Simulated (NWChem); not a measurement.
ZrOF2; SMILES [O]=[Zr]([F])[F]

```xyz
4

Zr     0.0307    -0.1590     0.0000
O      1.7115     0.2799     0.0000
F     -0.8290     0.2290     1.6867
F     -0.8290     0.2290    -1.6867
```
Atoms are numbered in this order, from 1.

Geometry: optimised at PBE0/def2-SVP. def2 effective core potentials on Zr; no spin-orbit coupling.

Symmetry labels are those of Cs in the frame above (b1 and b2, or b-type labels, depend on it).

List the 6 lowest vertical singlet excitations from B3LYP/def2-SVPD with def2 effective core potentials on Zr, TDA (NWChem).


```
state  energy (eV)  oscillator strength  symmetry  leading excitation (squared amplitude)
-----  -----------  -------------------  --------  --------------------------------------
S1            3.84                0.002        a"                      HOMO → LUMO (0.99)
S2            4.03                0.001        a'                    HOMO−1 → LUMO (0.96)
S3            4.33                0.012        a'                    HOMO−2 → LUMO (0.97)
S4            5.46                0.008        a'                    HOMO → LUMO+1 (0.97)
S5            5.53                0.001        a"                  HOMO−1 → LUMO+1 (0.98)
S6            5.86                0.000        a"                  HOMO−2 → LUMO+1 (0.94)
```
